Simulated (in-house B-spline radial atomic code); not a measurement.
## RPA and G0W0 on HSE06: Pb³⁺

Configuration [Xe] 4f14 5d10 6s1, highest spin, mean-field start HSE06. Computed with an all-electron radial atomic-structure program (B-spline basis): all electrons, scalar-relativistic (spin-free one-electron X2C), finite nucleus, each spin shell either full or empty, empty states to l = 9 with an (l + 1/2)⁻⁴ tail; G0W0 by contour deformation at full frequency.

Without the two-electron picture change, the correlation of inner shells comes somewhat too large for so heavy an element.

RPA overbinds a lone outer s electron by self-correlation, and G0W0 tends to as well.

Command:
```bash
python run_gw.py task.json out
```
Settings (radii: box in bohr, nucleus in fm):
```
Z                        82
electrons                79
configuration            [Xe] 4f14 5d10 6s1
hamiltonian              x2c
method                   hse06
lmax                     9
rms_radius               5.5012
spin_polarised           True
box_radius               14.14
intervals                68
ion_configuration        [Xe] 4f14 5d10
```

Time taken, with all properties: 26 s on 1 thread of Arm Neoverse N1, on a shared host.

Energies (hartree):

```tsv
term	value
mean-field total	-20883.77405
Hartree-Fock functional on these orbitals	-20878.29338
direct second order	-8.0037
second-order exchange	1.9858
SOSEX correction	1.8735
```

**Question.** What is the RPA correlation energy, and what remains with SOSEX?

**Answer.** RPA gives -7.0637 hartree (-2.43 eV per electron); RPA + SOSEX gives -5.1902, and the second-order doubles -6.0179 hartree (no singles). SOSEX takes back 27 % of the RPA value.

Quasi-particle levels (eV):

```tsv
level	occupied	mean field	Σx - vxc	Σc	QP weight	G0W0
6s up	yes	-38.44	-2.54	?	?	?
5d down	yes	-51.06	-6.27	0.01	0.937	-57.32
5d up	yes	-51.44	-6.38	0.04	0.918	-57.79
6s down	no	-35.62	6.27	-2.87	0.955	-32.22
```

G0W0 = mean field + (Σx - vxc) + Σc, with Σc (partial-wave tail included) taken at the quasi-particle energy. Only the outer levels were computed. Levels of low weight are left out.

**Question.** Where does G0W0 put 6s up?

**Answer.** At -43.00 eV, with Σc = -2.02 eV and a quasi-particle weight of 0.963. The tabulated removal energy is 42.333 eV (NIST, measured); the calculation leaves out spin-orbit coupling, Breit and QED terms, and what these don't explain is the method's own error.

**Question.** What does it cost to remove one electron (to [Xe] 4f14 5d10) by differences of total energies, each species on its own start (correlation terms add to the Hartree-Fock functional)?

**Answer.** HSE06 42.50 eV, Hartree-Fock functional 40.54 eV, + RPA 42.82 eV, + RPA + SOSEX 42.13 eV, + second order 43.35 eV. Tabulated: 42.333 eV (NIST, measured); the calculation leaves out spin-orbit coupling, Breit and QED terms, and what these don't explain is the method's own error.
